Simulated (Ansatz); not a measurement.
`[NH2][Ga]([NH2])[Cl]` at its PBE0-D4/def2-TZVP geometry, where that method's forces vanish. Charge 0, multiplicity 1.

```csv
atom,x (Å),y (Å),z (Å)
N1,0.1132,0.3716,-1.6030
Ga2,-0.1502,0.3941,0.1851
N3,0.1235,-0.9933,1.3109
Cl4,-0.8492,2.2292,1.0471
H5,0.1406,1.2375,-2.1145
H6,0.6644,-0.3419,-2.0493
H7,0.2045,-1.9391,0.9780
H8,-0.2467,-0.9582,2.2458
```

Task: For each bond, give half the difference of the two atoms' forces along it (eV/Å; positive pushes the atoms apart) under PBE-D4, r2SCAN-D4, B3LYP-D4, ωB97M-V in def2-TZVPP. (Estimate.)

Result: Computed: 
```csv
bond,length (Å),PBE-D4,r2SCAN-D4,B3LYP-D4,ωB97M-V
N1–Ga2,1.808,0.01,-0.03,0.09,0.02
N1–H5,1.006,0.20,0.04,-0.04,-0.02
N1–H6,1.006,0.19,0.03,-0.04,-0.03
Ga2–N3,1.808,0.01,-0.03,0.09,0.02
Ga2–Cl4,2.145,0.10,-0.03,0.13,0.01
N3–H7,1.006,0.19,0.03,-0.04,-0.03
N3–H8,1.006,0.20,0.04,-0.04,-0.02
```

B3LYP here is the variant with VWN-RPA as its local correlation; programs differ in this.
